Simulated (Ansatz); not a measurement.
Born–Oppenheimer molecular dynamics of CH7FO2Si (12 atoms, charge 0, multiplicity 1). It starts from a rough guess of a transition structure, not a stationary point.

The calculation used Ansatz, UKS PBE-D4/STO-3G.

* ensemble: NVE (velocity Verlet)
* time step: 0.5 fs
* steps asked: 150
* starting velocities drawn for: 300 K
* seed: 945309

First frame:

```xyz
12
Properties=species:S:1:pos:R:3
Si -0.796 0.399 -0.238
F 1.036 0.995 0.312
O -0.368 -1.136 -0.053
C 0.508 -1.763 0.840
H -1.854 0.097 -1.191
H -1.219 1.231 0.876
H 0.912 1.614 -0.713
O -0.005 1.758 -1.580
H 1.408 -1.171 1.000
H 0.005 -1.908 1.799
H 0.778 -2.734 0.423
H -0.404 2.618 -1.476
```

Q: How far do the bonds stretch over the last three quarters of this one trajectory? (Pairs bonded in most of those frames.)

A: 
```tsv
bond	mean (Å)	spread (Å)	shortest	longest
Si1–F2	1.845	0.045	1.73	1.90
Si1–O3	1.794	0.101	1.62	1.91
Si1–H5	1.470	0.006	1.46	1.48
Si1–H6	1.480	0.052	1.40	1.57
Si1–O8	2.020	0.135	1.80	2.20
O3–C4	1.482	0.025	1.45	1.53
C4–H9	1.117	0.025	1.08	1.16
C4–H10	1.124	0.041	1.06	1.19
C4–H11	1.115	0.021	1.08	1.15
H7–O8	1.161	0.035	1.09	1.23
O8–H12	1.047	0.064	0.95	1.14
```

Mean temperature of the second half: 641 K. The conserved energy stayed within 0.57 meV per atom of its start (net change 0.039 meV per atom), so the integration is sound. The system heated up, since it started high on the potential surface and ran downhill. A run of 0.075 ps of so small a system gives no equilibrium averages. The orbitals stay closed-shell, which can raise the energy where a bond breaks towards radicals; this wasn't checked here. Limits of this set-up: minimal basis.

Time of the run: 8 min on 1 thread of Arm Neoverse V2, with other jobs on the host, peak memory 0.12 GiB.
